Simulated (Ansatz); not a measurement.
A CCSD(T) single point on `[NH]=[Ta]([F])([F])[F]`.

```yaml
crystal:
  periodic: [false, false, false]
  atoms:
    - {symbol: N, position_ang: [-0.785591, 0.677481, 0.752008]}
    - {symbol: Ta, position_ang: [0.286063, -0.253220, -0.274967]}
    - {symbol: F, position_ang: [1.488828, -1.187016, 0.818580]}
    - {symbol: F, position_ang: [-0.750520, -1.446747, -1.282643]}
    - {symbol: F, position_ang: [1.203843, 0.932784, -1.399881]}
    - {symbol: H, position_ang: [-1.400521, 1.212718, 1.340702]}
basis:
  gaussian: {orbitals: def2-SVP}
correlation: {method: ccsd_t}
```

```sh
$ ansatz run in.yaml --threads 4 --pin off --events-out ev --progress --plain
```

Log, shortened:

```
Functional definition: HF
890 factors; integrals over basis functions are off by at most 6.6e-4 eV
mean field evaluation 1: about -11139.0022 eV, gradient 6.6e1 eV
mean field evaluation 2: about -11139.1182 eV, gradient 6.6e1 eV
mean field evaluation 4: about -11147.5381 eV, gradient 7.2e0 eV
mean field evaluation 8: about -11147.6829 eV, gradient 6.1e-1 eV
mean field -11147.68404311 eV, -409.6698324127 hartree, gradient 2.7e-6 eV, S^2 0.000000; 0 other end points of the search recorded, 0 dependent functions left out
4 core orbitals not correlated: weight in the atoms' cores, before any rotation towards them, 1.000 or more for the frozen orbitals, at most 0.000 for the correlated occupied ones
reference -11147.68404311 eV, -409.6698324127 hartree; 20, 20 occupied and 69, 69 virtual orbitals, 890 factors
second order -27.85551253 eV of doubles, -0.00000000 eV of singles
cycle   1  -26.26787868 eV  change     1.6e0 eV  update   2.0e-1
cycle   2  -27.19563953 eV  change   -9.3e-1 eV  update   9.3e-2
cycle   3  -27.39694185 eV  change   -2.0e-1 eV  update   2.9e-2
cycle   4  -27.39425564 eV  change    2.7e-3 eV  update   8.1e-3
cycle   5  -27.38505198 eV  change    9.2e-3 eV  update   2.1e-3
cycle   6  -27.38564931 eV  change   -6.0e-4 eV  update   9.0e-4
cycle   7  -27.38594907 eV  change   -3.0e-4 eV  update   4.6e-4
cycle   8  -27.38579934 eV  change    1.5e-4 eV  update   1.8e-4
cycle   9  -27.38579913 eV  change    2.1e-7 eV  update   8.3e-5
cycle  10  -27.38585178 eV  change   -5.3e-5 eV  update   3.0e-5
cycle  11  -27.38580797 eV  change    4.4e-5 eV  update   1.1e-5
perturbative correction -0.87951826 eV, -0.0323217000 hartree
Total energy: -11175.94936935 eV, -410.7085639930 hartree
```

Hardware: 4 threads of a server CPU on a shared host. Wall time 4.8 s, peak host memory 0.46 GiB.

Correlation energy per correlated electron: -0.707 eV. T1 diagnostic: 0.0189.
